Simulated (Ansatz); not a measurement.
A search over several starts for the lowest SCF solution of Rb2F3 at the given spin, in a small basis.

```yaml
crystal:
  periodic: [false, false, false]
  atoms:
    - {symbol: Rb, position_ang: [0.770517, 2.122467, 1.455057]}
    - {symbol: Rb, position_ang: [-0.319861, -0.863383, -0.585987]}
    - {symbol: F, position_ang: [0.165251, -0.202659, 2.098789]}
    - {symbol: F, position_ang: [0.396280, 1.816383, -0.984128]}
    - {symbol: F, position_ang: [-1.012177, -2.872808, -1.983730]}
basis:
  gaussian: {orbitals: def2-SVP}
magnetization: {spin_polarized: true, initial_magnetization: 1}
hamiltonian: {xc: pbe0, dispersion: d4}
output: {orbitals: {seedname: orbitals}}
```

```sh
$ ansatz run in.yaml --threads 2 --pin off --events-out ev --progress --plain --max-ram 4352MiB
```

Output, abridged:

```
Functional definition: PBE0
845 factors; integrals over basis functions are off by at most 8.6e-4 eV
mean field evaluation 1: about -9440.7845 eV, gradient 4.5e1 eV
mean field evaluation 2: about -9211.3211 eV, gradient 2.1e2 eV
mean field evaluation 4: about -9438.8332 eV, gradient 4.5e1 eV
mean field evaluation 8: about -9447.5790 eV, gradient 1.1e1 eV
mean field evaluation 16: about -9448.5448 eV, gradient 1.8e-3 eV
mean field evaluation 32: about -9448.5094 eV, gradient 1.1e0 eV
mean field evaluation 64: about -9448.4817 eV, gradient 1.6e0 eV
mean field evaluation 96: about -9448.4581 eV, gradient 2.3e0 eV
mean field evaluation 128: about -9448.4787 eV, gradient 2.4e0 eV
mean field -9448.54479770 eV, -347.2276168616 hartree, gradient 8.7e-6 eV, S^2 0.756301; 10 other end points of the search recorded, 0 dependent functions left out
reference -9448.54485040 eV, -347.2276187984 hartree; 23, 22 occupied and 67, 68 virtual orbitals, 845 factors
Total energy: -9448.59522911 eV, -347.2294701821 hartree
```

Run time 34 s (2 threads of Arm Neoverse V2 on a shared host).

In the def2 sets Rb takes a core potential; there is no spin–orbit coupling. The structure comes from a short search, and lower isomers may exist.
